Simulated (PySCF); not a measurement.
# `C=C(C)[PH+](CC)C(=C)C`: 4 charge schemes on one density

Species: C8H16P (charge +1).
Geometry (GFN2-xTB, Å), atoms numbered from 1 in this order:
```
atom  x, y, z in Å
C1    -1.7366    1.3377    1.8744
C2    -0.9771    1.2906    0.7866
C3    -0.9000    2.3363   -0.2778
P4     0.0795   -0.1495    0.5005
C5     1.8430    0.2940    0.4968
C6     2.7175   -0.9565    0.5581
C7    -0.4501   -1.0463   -0.9779
C8     0.2394   -0.9814   -2.1100
C9    -1.7314   -1.7893   -0.7752
H10   -2.3783    2.1809    2.0699
H11   -1.7482    0.5485    2.6090
H12   -1.1002    1.9010   -1.2578
H13    0.0937    2.7845   -0.3059
H14   -1.6237    3.1248   -0.0913
H15   -0.1259   -1.0012    1.5690
H16    2.0183    0.9364    1.3660
H17    2.0505    0.8820   -0.4027
H18    2.5330   -1.5140    1.4743
H19    2.5325   -1.6143   -0.2886
H20    3.7665   -0.6724    0.5445
H21    1.1597   -0.4295   -2.2073
H22   -0.0989   -1.4952   -2.9948
H23   -2.4849   -1.1407   -0.3255
H24   -1.5772   -2.6356   -0.1048
H25   -2.1120   -2.1668   -1.7203
```

Density: PBE0/pcSseg-1 (PySCF); schemes: Mulliken, IAO, Hirshfeld and ESP-fitted. One conformer (not necessarily the lowest) at the GFN2-xTB geometry, without solvent, vibrations or thermal averaging.

Question: Give the atomic charges in each scheme.

Answer: In e; atoms taken as equivalent share a row and are averaged (×n: the atom named and its like, n in all):

```json
{"atom": "C1/C8", "environment": "terminal =CH2 carbon", "Mulliken": "+0.019", "IAO": "-0.256", "Hirshfeld": "-0.039", "ESP-fitted": "-0.401"}
{"atom": "C2/C7", "environment": "fully substituted alkene carbon", "Mulliken": "-0.632", "IAO": "-0.202", "Hirshfeld": "-0.021", "ESP-fitted": "+0.151"}
{"atom": "C3/C9", "environment": "allylic carbon", "Mulliken": "-0.140", "IAO": "-0.432", "Hirshfeld": "-0.105", "ESP-fitted": "-0.471"}
{"atom": "P4", "environment": "phosphonium phosphorus", "Mulliken": "+0.691", "IAO": "+1.039", "Hirshfeld": "+0.451", "ESP-fitted": "+0.200"}
{"atom": "C5", "environment": "sp3 carbon bound to phosphorus", "Mulliken": "-0.476", "IAO": "-0.455", "Hirshfeld": "-0.075", "ESP-fitted": "-0.036"}
{"atom": "C6", "environment": "methyl carbon", "Mulliken": "-0.268", "IAO": "-0.424", "Hirshfeld": "-0.099", "ESP-fitted": "-0.352"}
{"atom": "H10/H22", "environment": "vinylic hydrogen", "Mulliken": "+0.163", "IAO": "+0.189", "Hirshfeld": "+0.084", "ESP-fitted": "+0.231"}
{"atom": "H11/H21", "environment": "vinylic hydrogen", "Mulliken": "+0.143", "IAO": "+0.167", "Hirshfeld": "+0.068", "ESP-fitted": "+0.205"}
{"atom": "H12 (×6)", "environment": "methyl hydrogen", "Mulliken": "+0.159", "IAO": "+0.172", "Hirshfeld": "+0.063", "ESP-fitted": "+0.168"}
{"atom": "H15", "environment": "P–H hydrogen", "Mulliken": "+0.127", "IAO": "+0.013", "Hirshfeld": "+0.049", "ESP-fitted": "+0.135"}
{"atom": "H16/H17", "environment": "methylene hydrogen", "Mulliken": "+0.201", "IAO": "+0.182", "Hirshfeld": "+0.073", "ESP-fitted": "+0.112"}
{"atom": "H18/H19/H20", "environment": "methyl hydrogen", "Mulliken": "+0.153", "IAO": "+0.166", "Hirshfeld": "+0.060", "ESP-fitted": "+0.130"}
```

Mean size of the charges over all atoms: IAO 0.253 e, Mulliken 0.223 e, ESP-fitted 0.211 e, Hirshfeld 0.080 e. Each set sums to the total charge, 1, to within 0.001 e. The ESP scheme is a least-squares fit of atom-centred charges to the potential on four shells outside the van der Waals surface, with the total charge fixed.

Some averages cover members that differ in this geometry: C2/C7, ESP-fitted +0.108 to +0.194; C3/C9, ESP-fitted -0.513 to -0.429; H12 (×6), ESP-fitted +0.138 to +0.201; H18/H19/H20, ESP-fitted +0.109 to +0.151 e.

Lowest charge. The schemes don't all agree: Mulliken C2/C7 (-0.632); IAO C5 (-0.455); Hirshfeld C3/C9 (-0.105); ESP-fitted C3/C9 (-0.471).

Highest charge. The schemes don't all agree: Mulliken P4 (+0.691); IAO P4 (+1.039); Hirshfeld P4 (+0.451); ESP-fitted H10/H22 (+0.231).

Question: How closely do the schemes follow one another over all atoms?

Answer: Correlation coefficient and root-mean-square difference: IAO with Hirshfeld 0.97, 0.214 e; Mulliken with IAO 0.81, 0.185 e; Mulliken with Hirshfeld 0.75, 0.214 e; IAO with ESP-fitted 0.71, 0.221 e; Hirshfeld with ESP-fitted 0.63, 0.190 e; Mulliken with ESP-fitted 0.33, 0.302 e.

Question: Sum the charges by element, for elements with more than one atom.

Answer: 
```csv
element,atoms,Mulliken,IAO,Hirshfeld,ESP-fitted
C,8,-2.248,-2.659,-0.504,-1.830
H,16,+2.557,+2.620,+1.053,+2.631
```

Question: How many electrons does the Mulliken scheme count on C6?

Answer: Z − q = 6 − (-0.268) = 6.268.

These values come from a run that also computed NMR shieldings. The run took 54 s of wall time on an Arm Neoverse V1 with one thread, no GPU, shared host, and the process peaked at 1.1 GiB of memory.
